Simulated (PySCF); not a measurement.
A GIAO shielding run with PySCF 2.14.0 with density-fitted response routines (density fitting, non-relativistic, gas phase) on SMILES C(SCC)CC(=O)[SiH3], C$_{5}$H$_{12}$OSSi:

```
$ OMP_NUM_THREADS=1 python probes_run.py task.json out

{"job": {"kind": "nmr", "xc": "PBE0", "basis": "pcSseg-1"}, "charge": 0, "multiplicity": 1}
C     -3.142122     0.372809    -0.677522
C     -1.889673    -0.397805    -1.047676
S     -1.257734    -1.391634     0.349857
C     -0.349919    -0.131678     1.317316
C      1.152538    -0.207479     1.076762
C      1.609887     0.453954    -0.204376
O      0.908184     1.223037    -0.822737
Si     3.370466     0.007184    -0.841870
H     -2.940544     1.079712     0.125032
H     -3.922723    -0.309131    -0.347489
H     -3.502504     0.929001    -1.540895
H     -1.087312     0.263621    -1.368386
H     -2.096117    -1.122961    -1.834003
H     -0.582632    -0.328418     2.363223
H     -0.736789     0.845685     1.034416
H      1.687489     0.303183     1.885134
H      1.485554    -1.247610     1.073900
H      4.205790    -0.272438     0.326528
H      3.217675    -1.193562    -1.660263
H      3.865338     1.135208    -1.619682
```

Hardware: 1 thread of an Intel Xeon, shared host. The job also computes population analyses, field gradients.

(1) How large is the calculation?

(2) How long does it take, and how much memory does it need?

Answers

(1) 80 electrons, 210 basis functions and 1134 auxiliary functions.

(2) 3.1 min of wall time, with 14 SCF cycles and 5 response iterations; peak memory 0.93 GiB. Times on a shared host scatter by some tens of per cent.
